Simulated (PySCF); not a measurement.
C4H4F2O2. Atoms are numbered in the order given.

```xyz
12

C     -0.5437     2.6432     0.0000
C      0.0297     1.2858     0.0000
C      1.2704     0.7957     0.0000
O      1.2225    -0.5813     0.0000
C     -0.1025    -0.9291     0.0000
F     -0.3916    -1.6743     1.0687
F     -0.3916    -1.6743    -1.0687
O     -0.8515     0.2198     0.0000
H      0.2579     3.3927     0.0000
H     -1.1749     2.7999     0.8888
H     -1.1749     2.7999    -0.8888
H      2.2493     1.2632     0.0000
```
Charge 0, spin multiplicity 1.

Geometry optimised at PBE0-D3(BJ)/def2-SVP. The values are those of a single conformer.

Level of theory: PBE0-D3(BJ)/def2-SVP (PySCF).

Harmonic, unscaled wavenumbers; measured fundamentals usually lie a few per cent lower.

Computed vibrational spectrum:
```
mode  ν (cm⁻¹)  IR (km/mol)  moving atoms (share of kinetic energy)
----  --------  -----------  --------------------------------------
1           81          0.9           F 39 %, O 35 %, C 17 %, H 9 %
2          177          0.3                                  H 88 %
3          245          0.3                  C 51 %, H 28 %, F 15 %
4          288          0.5          C 44 %, H 29 %, F 15 %, O 12 %
5          391          1.5                  F 43 %, O 36 %, C 15 %
6          449         12.7                  F 65 %, C 21 %, O 11 %
7          574          0.1          O 34 %, C 29 %, F 27 %, H 11 %
8          578          4.6                  C 51 %, O 27 %, H 19 %
9          627          1.7                          F 58 %, O 33 %
10         673          4.2          C 44 %, F 25 %, O 20 %, H 10 %
11         755          8.1                  F 44 %, O 31 %, C 22 %
12         760         26.6                          H 74 %, C 24 %
13         913          1.8                  O 65 %, H 15 %, F 14 %
14        1001         14.1                  O 62 %, C 20 %, H 14 %
15        1014          2.0                   H 50 %, C 41 %, O 8 %
16        1051          1.9                          H 65 %, C 35 %
17        1110         29.0                  C 62 %, O 24 %, H 13 %
18        1174         54.8                  H 46 %, C 29 %, O 23 %
19        1260        343.1                          C 79 %, F 19 %
20        1300         51.1                  C 52 %, H 30 %, O 17 %
21        1324        733.5                   C 81 %, O 10 %, F 8 %
22        1352        111.6                  C 54 %, H 33 %, O 13 %
23        1418         74.2                          H 53 %, C 44 %
24        1435         11.1                                  H 97 %
25        1461          0.1                          H 89 %, C 10 %
26        1803         18.7                                  C 94 %
27        3061         11.7                                  H 97 %
28        3144          2.8                           H 91 %, C 9 %
29        3189          2.6                           H 91 %, C 9 %
30        3331          9.4                           H 91 %, C 9 %
```
